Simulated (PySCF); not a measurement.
Excitations are Tamm–Dancoff values on a coarser integration grid. The basis has no diffuse functions, so Rydberg states are missing or too high.

Cartesian coordinates (Å):
```xyz
8

O      0.0425     1.7960     0.3096
Sn     0.0571    -0.1484     0.5658
O     -1.6081    -0.8299    -0.2147
O      1.5221    -0.8497    -0.5335
H     -0.7178     2.0655    -0.2197
H      0.2208    -0.5764     2.1939
H     -1.4315    -1.3083    -1.0338
H      1.9149    -0.1489    -1.0677
```
Charge 0, spin multiplicity 1.

### Question
What T1 excitation (TDA), brightest of the four lowest singlets (TDA) and total energy does PBE-D3(BJ)/def2-TZVP // r2SCAN-D4/def2-TZVP (PySCF) give?

### Answer

The T1 excitation (TDA) is 4.88 eV and the brightest of the four lowest singlets (TDA) comes out as 5.40 eV. The total energy is -12035.46 eV.
